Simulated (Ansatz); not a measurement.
**Molecular dynamics of CH9N3OSi**

Input file:

```yaml
crystal:
  periodic: [false, false, false]
  atoms:
    - { symbol: Si, position_ang: [-0.003723, 0.010882, 0.009428] }
    - { symbol: O, position_ang: [0.165687, 0.048114, 1.710417] }
    - { symbol: C, position_ang: [-1.065766, -0.389852, 2.346701] }
    - { symbol: H, position_ang: [-1.688297, -0.97235, 1.618746] }
    - { symbol: H, position_ang: [-0.816985, -1.033402, 3.218203] }
    - { symbol: H, position_ang: [-1.662834, 0.471421, 2.73066] }
    - { symbol: "N", position_ang: [1.622681, -0.091396, -0.481316] }
    - { symbol: H, position_ang: [2.383392, -0.277241, 0.192654] }
    - { symbol: H, position_ang: [1.960543, 0.305405, -1.373123] }
    - { symbol: "N", position_ang: [-0.722394, 1.325568, -0.886738] }
    - { symbol: H, position_ang: [-1.752598, 1.424097, -0.725997] }
    - { symbol: H, position_ang: [-0.299495, 2.261844, -0.68474] }
    - { symbol: "N", position_ang: [-1.143228, -1.291454, -0.321723] }
    - { symbol: H, position_ang: [-0.701597, -2.241727, -0.304103] }
    - { symbol: H, position_ang: [-1.584486, -1.193909, -1.267569] }
basis:
  gaussian: { orbitals: STO-3G }
hamiltonian:
  xc: lda
md:
  timestep: 0.5
  n_steps: 150
  ensemble: nvt_langevin
  temperature: 500.0
  initial_velocities: maxwell_boltzmann
  seed: 482210
  friction: 0.01
```

Launched with:

```bash
$ ansatz run input.yaml --threads 1 --pin off --max-ram 2048MiB --backend cpu --events-out ev --progress --plain --runs-dir out
```

It starts from a relaxed structure.

Output, in part (one step line in 2, the closing report, with atoms numbered from 0):

```
md step     0: t =     0.00 fs  T =   466.7 K  F+E_penalty+E_count = -15291.79429070 eV  E_kin = 0.904820 eV  (24 SCF iters)
md step     2: t =     1.00 fs  T =   396.8 K  F+E_penalty+E_count = -15291.66811432 eV  E_kin = 0.769268 eV  (26 SCF iters)
md step     4: t =     2.00 fs  T =   286.7 K  F+E_penalty+E_count = -15291.45965317 eV  E_kin = 0.555970 eV  (26 SCF iters)
md step     6: t =     3.00 fs  T =   261.1 K  F+E_penalty+E_count = -15291.42322677 eV  E_kin = 0.506278 eV  (26 SCF iters)
md step     8: t =     4.00 fs  T =   322.3 K  F+E_penalty+E_count = -15291.52639601 eV  E_kin = 0.624919 eV  (26 SCF iters)
md step    10: t =     5.00 fs  T =   350.6 K  F+E_penalty+E_count = -15291.56026485 eV  E_kin = 0.679796 eV  (26 SCF iters)
md step    12: t =     6.00 fs  T =   251.7 K  F+E_penalty+E_count = -15291.43286901 eV  E_kin = 0.488116 eV  (26 SCF iters)
md step    14: t =     7.00 fs  T =   184.4 K  F+E_penalty+E_count = -15291.26405101 eV  E_kin = 0.357568 eV  (26 SCF iters)
md step    16: t =     8.00 fs  T =   181.3 K  F+E_penalty+E_count = -15291.25481748 eV  E_kin = 0.351532 eV  (26 SCF iters)
md step    18: t =     9.00 fs  T =   243.8 K  F+E_penalty+E_count = -15291.40751755 eV  E_kin = 0.472724 eV  (25 SCF iters)
md step    20: t =    10.00 fs  T =   294.1 K  F+E_penalty+E_count = -15291.52262846 eV  E_kin = 0.570207 eV  (26 SCF iters)
md step    22: t =    11.00 fs  T =   271.2 K  F+E_penalty+E_count = -15291.47591205 eV  E_kin = 0.525758 eV  (26 SCF iters)
md step    24: t =    12.00 fs  T =   234.9 K  F+E_penalty+E_count = -15291.39468540 eV  E_kin = 0.455467 eV  (26 SCF iters)
md step    26: t =    13.00 fs  T =   246.7 K  F+E_penalty+E_count = -15291.38411769 eV  E_kin = 0.478405 eV  (26 SCF iters)
md step    28: t =    14.00 fs  T =   269.8 K  F+E_penalty+E_count = -15291.43146998 eV  E_kin = 0.523103 eV  (26 SCF iters)
md step    30: t =    15.00 fs  T =   310.1 K  F+E_penalty+E_count = -15291.50911573 eV  E_kin = 0.601210 eV  (26 SCF iters)
md step    32: t =    16.00 fs  T =   321.3 K  F+E_penalty+E_count = -15291.54998390 eV  E_kin = 0.622985 eV  (26 SCF iters)
md step    34: t =    17.00 fs  T =   306.3 K  F+E_penalty+E_count = -15291.49461594 eV  E_kin = 0.593893 eV  (26 SCF iters)
md step    36: t =    18.00 fs  T =   313.3 K  F+E_penalty+E_count = -15291.40958028 eV  E_kin = 0.607452 eV  (26 SCF iters)
md step    38: t =    19.00 fs  T =   309.9 K  F+E_penalty+E_count = -15291.42039752 eV  E_kin = 0.600908 eV  (25 SCF iters)
md step    40: t =    20.00 fs  T =   352.3 K  F+E_penalty+E_count = -15291.48430810 eV  E_kin = 0.683045 eV  (27 SCF iters)
md step    42: t =    21.00 fs  T =   350.7 K  F+E_penalty+E_count = -15291.47935139 eV  E_kin = 0.680029 eV  (26 SCF iters)
md step    44: t =    22.00 fs  T =   329.7 K  F+E_penalty+E_count = -15291.40741043 eV  E_kin = 0.639325 eV  (26 SCF iters)
md step    46: t =    23.00 fs  T =   274.2 K  F+E_penalty+E_count = -15291.32682146 eV  E_kin = 0.531727 eV  (26 SCF iters)
md step    48: t =    24.00 fs  T =   255.0 K  F+E_penalty+E_count = -15291.27866477 eV  E_kin = 0.494485 eV  (26 SCF iters)
md step    50: t =    25.00 fs  T =   290.0 K  F+E_penalty+E_count = -15291.31678691 eV  E_kin = 0.562221 eV  (26 SCF iters)
md step    52: t =    26.00 fs  T =   347.6 K  F+E_penalty+E_count = -15291.42315637 eV  E_kin = 0.673935 eV  (26 SCF iters)
md step    54: t =    27.00 fs  T =   379.7 K  F+E_penalty+E_count = -15291.44936924 eV  E_kin = 0.736126 eV  (26 SCF iters)
md step    56: t =    28.00 fs  T =   316.7 K  F+E_penalty+E_count = -15291.32292176 eV  E_kin = 0.614089 eV  (27 SCF iters)
md step    58: t =    29.00 fs  T =   245.0 K  F+E_penalty+E_count = -15291.21737253 eV  E_kin = 0.475039 eV  (25 SCF iters)
md step    60: t =    30.00 fs  T =   281.9 K  F+E_penalty+E_count = -15291.27919826 eV  E_kin = 0.546593 eV  (26 SCF iters)
md step    62: t =    31.00 fs  T =   360.5 K  F+E_penalty+E_count = -15291.39127393 eV  E_kin = 0.698951 eV  (26 SCF iters)
md step    64: t =    32.00 fs  T =   373.5 K  F+E_penalty+E_count = -15291.36782152 eV  E_kin = 0.724244 eV  (27 SCF iters)
md step    66: t =    33.00 fs  T =   295.3 K  F+E_penalty+E_count = -15291.23403024 eV  E_kin = 0.572602 eV  (27 SCF iters)
md step    68: t =    34.00 fs  T =   269.2 K  F+E_penalty+E_count = -15291.16898013 eV  E_kin = 0.521949 eV  (27 SCF iters)
md step    70: t =    35.00 fs  T =   312.7 K  F+E_penalty+E_count = -15291.26084442 eV  E_kin = 0.606307 eV  (27 SCF iters)
md step    72: t =    36.00 fs  T =   390.2 K  F+E_penalty+E_count = -15291.41977031 eV  E_kin = 0.756632 eV  (26 SCF iters)
md step    74: t =    37.00 fs  T =   421.7 K  F+E_penalty+E_count = -15291.48299901 eV  E_kin = 0.817586 eV  (26 SCF iters)
md step    76: t =    38.00 fs  T =   348.8 K  F+E_penalty+E_count = -15291.37810212 eV  E_kin = 0.676299 eV  (26 SCF iters)
md step    78: t =    39.00 fs  T =   275.4 K  F+E_penalty+E_count = -15291.26016384 eV  E_kin = 0.533912 eV  (26 SCF iters)
md step    80: t =    40.00 fs  T =   318.5 K  F+E_penalty+E_count = -15291.31188959 eV  E_kin = 0.617583 eV  (26 SCF iters)
md step    82: t =    41.00 fs  T =   386.5 K  F+E_penalty+E_count = -15291.41720909 eV  E_kin = 0.749418 eV  (26 SCF iters)
md step    84: t =    42.00 fs  T =   377.4 K  F+E_penalty+E_count = -15291.40914567 eV  E_kin = 0.731688 eV  (26 SCF iters)
md step    86: t =    43.00 fs  T =   332.5 K  F+E_penalty+E_count = -15291.32469741 eV  E_kin = 0.644742 eV  (26 SCF iters)
md step    88: t =    44.00 fs  T =   314.7 K  F+E_penalty+E_count = -15291.27504617 eV  E_kin = 0.610259 eV  (26 SCF iters)
md step    90: t =    45.00 fs  T =   325.6 K  F+E_penalty+E_count = -15291.30927382 eV  E_kin = 0.631237 eV  (26 SCF iters)
md step    92: t =    46.00 fs  T =   350.6 K  F+E_penalty+E_count = -15291.35830518 eV  E_kin = 0.679756 eV  (27 SCF iters)
md step    94: t =    47.00 fs  T =   373.0 K  F+E_penalty+E_count = -15291.38335090 eV  E_kin = 0.723118 eV  (27 SCF iters)
md step    96: t =    48.00 fs  T =   342.6 K  F+E_penalty+E_count = -15291.33157732 eV  E_kin = 0.664313 eV  (26 SCF iters)
md step    98: t =    49.00 fs  T =   300.9 K  F+E_penalty+E_count = -15291.26147329 eV  E_kin = 0.583431 eV  (26 SCF iters)
md step   100: t =    50.00 fs  T =   314.3 K  F+E_penalty+E_count = -15291.27240147 eV  E_kin = 0.609309 eV  (26 SCF iters)
md step   102: t =    51.00 fs  T =   366.9 K  F+E_penalty+E_count = -15291.33977689 eV  E_kin = 0.711341 eV  (26 SCF iters)
md step   104: t =    52.00 fs  T =   397.0 K  F+E_penalty+E_count = -15291.37258248 eV  E_kin = 0.769683 eV  (26 SCF iters)
md step   106: t =    53.00 fs  T =   375.4 K  F+E_penalty+E_count = -15291.34908839 eV  E_kin = 0.727914 eV  (27 SCF iters)
md step   108: t =    54.00 fs  T =   359.1 K  F+E_penalty+E_count = -15291.31577616 eV  E_kin = 0.696188 eV  (27 SCF iters)
md step   110: t =    55.00 fs  T =   366.2 K  F+E_penalty+E_count = -15291.31783072 eV  E_kin = 0.710051 eV  (27 SCF iters)
md step   112: t =    56.00 fs  T =   351.0 K  F+E_penalty+E_count = -15291.34688094 eV  E_kin = 0.680539 eV  (28 SCF iters)
md step   114: t =    57.00 fs  T =   354.4 K  F+E_penalty+E_count = -15291.35349365 eV  E_kin = 0.687233 eV  (27 SCF iters)
md step   116: t =    58.00 fs  T =   310.0 K  F+E_penalty+E_count = -15291.28402134 eV  E_kin = 0.601035 eV  (25 SCF iters)
md step   118: t =    59.00 fs  T =   274.4 K  F+E_penalty+E_count = -15291.18878100 eV  E_kin = 0.532011 eV  (26 SCF iters)
md step   120: t =    60.00 fs  T =   267.0 K  F+E_penalty+E_count = -15291.18483829 eV  E_kin = 0.517727 eV  (27 SCF iters)
md step   122: t =    61.00 fs  T =   298.2 K  F+E_penalty+E_count = -15291.26467995 eV  E_kin = 0.578241 eV  (27 SCF iters)
md step   124: t =    62.00 fs  T =   309.6 K  F+E_penalty+E_count = -15291.27324071 eV  E_kin = 0.600222 eV  (27 SCF iters)
md step   126: t =    63.00 fs  T =   267.9 K  F+E_penalty+E_count = -15291.21356708 eV  E_kin = 0.519374 eV  (28 SCF iters)
md step   128: t =    64.00 fs  T =   271.4 K  F+E_penalty+E_count = -15291.19976411 eV  E_kin = 0.526126 eV  (27 SCF iters)
md step   130: t =    65.00 fs  T =   311.1 K  F+E_penalty+E_count = -15291.26140402 eV  E_kin = 0.603142 eV  (27 SCF iters)
md step   132: t =    66.00 fs  T =   351.5 K  F+E_penalty+E_count = -15291.33054893 eV  E_kin = 0.681551 eV  (26 SCF iters)
md step   134: t =    67.00 fs  T =   336.3 K  F+E_penalty+E_count = -15291.33435343 eV  E_kin = 0.651997 eV  (27 SCF iters)
md step   136: t =    68.00 fs  T =   324.4 K  F+E_penalty+E_count = -15291.29489034 eV  E_kin = 0.628946 eV  (27 SCF iters)
md step   138: t =    69.00 fs  T =   327.3 K  F+E_penalty+E_count = -15291.25990693 eV  E_kin = 0.634678 eV  (26 SCF iters)
md step   140: t =    70.00 fs  T =   321.7 K  F+E_penalty+E_count = -15291.26483482 eV  E_kin = 0.623665 eV  (26 SCF iters)
md step   142: t =    71.00 fs  T =   348.1 K  F+E_penalty+E_count = -15291.29334850 eV  E_kin = 0.674876 eV  (26 SCF iters)
md step   144: t =    72.00 fs  T =   327.9 K  F+E_penalty+E_count = -15291.26399987 eV  E_kin = 0.635829 eV  (27 SCF iters)
md step   146: t =    73.00 fs  T =   284.6 K  F+E_penalty+E_count = -15291.18151456 eV  E_kin = 0.551835 eV  (26 SCF iters)
md step   148: t =    74.00 fs  T =   276.3 K  F+E_penalty+E_count = -15291.18934001 eV  E_kin = 0.535731 eV  (27 SCF iters)
md step   150: t =    75.00 fs  T =   317.4 K  F+E_penalty+E_count = -15291.27916737 eV  E_kin = 0.615359 eV  (25 SCF iters)
Total energy: -15291.27919635 eV, -561.9441456644 hartree
Atom 0 at    -0.149139     0.074483    -0.180961 Å, force    -0.265520    -0.232752     1.358833 eV/Å
Atom 1 at     0.110592     0.402952     1.471100 Å, force     0.427706     0.484977     0.413735 eV/Å
Atom 2 at    -0.714094    -0.230633     2.467040 Å, force    -0.269833     1.910952     1.777966 eV/Å
Atom 3 at    -1.472318    -0.902970     2.074642 Å, force    -0.514427    -0.749859    -0.958629 eV/Å
Atom 4 at    -0.085207    -0.815107     3.201586 Å, force    -0.164695     0.389563    -0.387967 eV/Å
Atom 5 at    -1.318363     0.562483     3.100929 Å, force     1.237322    -1.133560    -1.009198 eV/Å
Atom 6 at     1.429721    -0.414014    -0.705766 Å, force     0.197924     0.560165    -1.260652 eV/Å
Atom 7 at     2.195153    -0.409914    -0.009934 Å, force     0.029919    -0.161093     0.768443 eV/Å
Atom 8 at     1.812901     0.162487    -1.503292 Å, force    -0.389442    -0.373999     0.078034 eV/Å
Atom 9 at    -0.691699     1.297770    -1.260545 Å, force    -0.262365    -1.130364     0.479601 eV/Å
Atom 10 at    -1.689693     1.556137    -1.283941 Å, force    -0.145178     0.250430    -0.053787 eV/Å
Atom 11 at    -0.073454     2.044113    -1.580298 Å, force     0.342924     0.634263    -0.209832 eV/Å
Atom 12 at    -1.389624    -1.186002     0.033553 Å, force    -0.275843    -0.728104    -1.414136 eV/Å
Atom 13 at    -0.941209    -2.082103    -0.305556 Å, force     0.297845    -0.262764     0.441264 eV/Å
Atom 14 at    -2.137903    -1.123774    -0.710646 Å, force    -0.246339     0.542145    -0.023674 eV/Å
Dipole moment:    -0.013441     0.232960    -0.459589 e Å
```

All steps were run. The mean temperature of the second half is 34 % below the set value. A run of 0.075 ps of so small a system gives no equilibrium averages. Limits of this set-up: minimal basis.

The same pairs are bonded in the first frame and the last. Pairs count as bonded within 1.25 times the sum of covalent radii (0.12 Å more for H–H).

Last frame:

```xyz
15
Properties=species:S:1:pos:R:3
Si -0.149 0.074 -0.181
O 0.111 0.403 1.471
C -0.714 -0.231 2.467
H -1.472 -0.903 2.075
H -0.085 -0.815 3.202
H -1.318 0.562 3.101
N 1.430 -0.414 -0.706
H 2.195 -0.410 -0.010
H 1.813 0.163 -1.503
N -0.692 1.298 -1.260
H -1.690 1.556 -1.284
H -0.073 2.044 -1.580
N -1.390 -1.186 0.034
H -0.941 -2.082 -0.306
H -2.138 -1.124 -0.711
```

Run time: 6.6 min on 1 thread of Arm Neoverse V1, on a shared host, peak memory 0.099 GiB.
